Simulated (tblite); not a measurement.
C6H15P.
Cartesian coordinates in Å at the GFN2-xTB level; atoms count from 1:
```
atom  x, y, z in Å
C1     3.2166    0.5517   -0.2229
P2     1.4975    1.1752   -0.5168
C3     0.5958   -0.3252    0.1257
C4    -0.9298   -0.2463   -0.0025
C5    -1.3180   -0.2118   -1.4802
C6    -1.4469    1.0141    0.6898
C7    -1.5433   -1.4836    0.6600
H8     3.4661   -0.1782   -0.9919
H9     3.9098    1.3866   -0.3029
H10    3.3132    0.0903    0.7586
H11    1.4388    1.9082    0.6771
H12    0.8810   -0.4894    1.1695
H13    0.9626   -1.1765   -0.4585
H14   -2.3953   -0.1111   -1.5904
H15   -1.0054   -1.1259   -1.9807
H16   -0.8366    0.6322   -1.9713
H17   -1.1359    1.0354    1.7327
H18   -1.0543    1.8993    0.1911
H19   -2.5335    1.0516    0.6529
H20   -1.1769   -2.3925    0.1872
H21   -1.2889   -1.5200    1.7174
H22   -2.6270   -1.4648    0.5698
```

All values are computed: GFN2-xTB (tblite) harmonic vibrations without scaling, gas phase. The method is semi-empirical: single wavenumbers can be off by several per cent or more. Modes of hydrogen on phosphorus can be 10 to 20 % off. One conformer, not necessarily the lowest.

Harmonic wavenumbers (cm⁻¹): 58.2, 92.4, 151.7, 185.9, 200.6, 237.2, 243.1, 267.6, 304.5, 323.2, 405.6, 415.0, 465.7, 710.0, 733.1, 755.0, 756.7, 812.6, 882.7, 923.8, 959.1, 964.3, 966.8, 969.8, 995.7, 1035.1, 1037.8, 1114.1, 1193.6, 1268.6, 1278.3, 1288.1, 1321.3, 1402.5, 1405.8, 1425.3, 1442.5, 1450.4, 1459.2, 1487.7, 1489.3, 1493.9, 1504.2, 1507.6, 1511.0, 2242.3, 2920.7, 2932.3, 2993.0, 3004.6, 3010.7, 3018.5, 3019.4, 3021.4, 3024.9, 3026.0, 3027.6, 3032.6, 3033.7, 3037.9.

A = 3725, B = 1151, C = 1110 MHz; mass 118.091 u (most abundant isotopes); point group C1, symmetry number 1.

Task: What is the zero-point energy?

Result: Half the sum of the wavenumbers: 42621 cm⁻¹ = 121.86 kcal/mol.

Task: What is S at 400 K and 1 bar for an ideal gas of classical rigid rotors and harmonic oscillators?

Result: Translation 41.70, rotation 29.48, vibration 39.18: S = 110.4 cal/(mol K).

Task: And Cp and H(400 K) − H(0)?

Result: Cp = 50.73 cal/(mol K), of which vibrations give 42.79 (their classical limit is 60 R = 119.2); H(400 K) − H(0) = 11.67 kcal/mol without the zero-point energy, 8.49 from vibrations.

Task: Blend soft modes into free rotors: weight 1/[1 + (100 cm⁻¹/ν̃)⁴] for the oscillator and the rest for a rotor with moment μB/(μ + B), μ = h/(8π²ν), B = 10⁻⁴⁴ kg m². What vibrational entropy results?

Result: 37.25 cal/(mol K) in place of 39.18, which changes −T·S at 400 K by +0.77 kcal/mol.

Task: Which modes carry the vibrational entropy at 400 K?

Result: 58.2 cm⁻¹: 5.10; 92.4 cm⁻¹: 4.19; 151.7 cm⁻¹: 3.22; 185.9 cm⁻¹: 2.82; 200.6 cm⁻¹: 2.68; 237.2 cm⁻¹: 2.36 cal/(mol K); the other 54 give 18.81 together.

Task: What must be added to the electronic energy to get the Gibbs energy at 400 K and 1 bar?

Result: ZPE + [H(400 K) − H(0)] − T·S = 121.86 + 11.67 − 44.14 = 89.39 kcal/mol.

Task: How do the functions run with temperature in this model?

Result: 
```csv
T (K),S (cal/(mol K)),Cp (cal/(mol K)),H − H(0) (kcal/mol),G − H(0) (kcal/mol),ln q(vib)
100,67.0,18.7,1.24,-5.47,1.24
200,83.5,29.5,3.67,-13.02,3.72
300,97.4,40.0,7.13,-22.08,6.36
500,122.7,60.4,17.24,-44.13,11.70
800,156.2,81.8,38.82,-86.10,19.57
1000,175.5,91.5,56.19,-119.30,24.55
```

q(vib) and H(0) count from the zero-point level.

Hindered rotation and anharmonicity are outside this model. Other conformers, if any are populated, would add a mixing term that is left out. The structure is chiral; the term R ln 2 for an equal mix with its mirror image is left out.
